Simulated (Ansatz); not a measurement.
`[SiH]Br` + `[F][SnH]([F])[I]` → `F[Si]Br` + `[F][SnH2][I]` at 298.15 K and 1 bar (redistribution).

Computed with Ansatz on PBE0-D4/def2-TZVP structures; ΔE is electronic, products minus reactants. CBS: MP2 limit from def2 TZ/QZ plus the TZ coupled-cluster correction, frozen cores. def2 core potentials past Kr. For Br, I, Sn outer-core shells are correlated without core-valence functions, which leaves a few kJ/mol of doubt a bond. Scalar relativity is left out up to krypton.

```json
{"species": "`[SiH]Br`", "CCSD(T)/CBS energy (Eh)": "-2862.97869", "H − E (kJ/mol)": "30.2", "S (J/(mol·K))": "263.1"}
{"species": "`[F][SnH]([F])[I]`", "CCSD(T)/CBS energy (Eh)": "-711.75729", "H − E (kJ/mol)": "48.2", "S (J/(mol·K))": "352.6"}
{"species": "`F[Si]Br`", "CCSD(T)/CBS energy (Eh)": "-2962.26094", "H − E (kJ/mol)": "21.2", "S (J/(mol·K))": "287.3"}
{"species": "`[F][SnH2][I]`", "CCSD(T)/CBS energy (Eh)": "-612.52381", "H − E (kJ/mol)": "58.3", "S (J/(mol·K))": "328.9"}
```

H − E and S are ideal-gas, rigid-rotor, harmonic terms from PBE0-D4/def2-TZVP. 1 Eh = 2625.50 kJ/mol, R = 8.31446 J/(mol·K).

Problem. By hand: ΔE, ΔH, ΔS and ΔG.

Solution. ΔE = (-2962.26094) + (-612.52381) − (-2862.97869) − (-711.75729) = -0.04877 Eh = -128.0 kJ/mol. Δ(H − E) = 21.2 + 58.3 − 30.2 − 48.2 = 1.1, so ΔH = -126.9 kJ/mol. ΔS = 287.3 + 328.9 − 263.1 − 352.6 = 0.5 J/(mol·K). ΔG = -126.9 − 298.15 × (0.5)/1000 = -127.0 kJ/mol.

Problem. By hand: the equilibrium constant, and the temperature at which ΔG would vanish if ΔH and ΔS stayed fixed.

Solution. log₁₀ K = −ΔG/(RT ln 10) = 22.2. ΔH and −TΔS have one sign here, so there is no such temperature. One of them is within its doubt of zero, so this could turn.

The number of gas molecules stays the same, so ΔS is small and ΔH decides. A doubt of 5 kJ/mol in ΔE shifts log₁₀ K by 0.9 here. These are equilibria of isolated gas molecules and say nothing of rates. Largest T1 diagnostic: 0.013 (customary marks: 0.02 for closed shells, 0.045 for open ones).
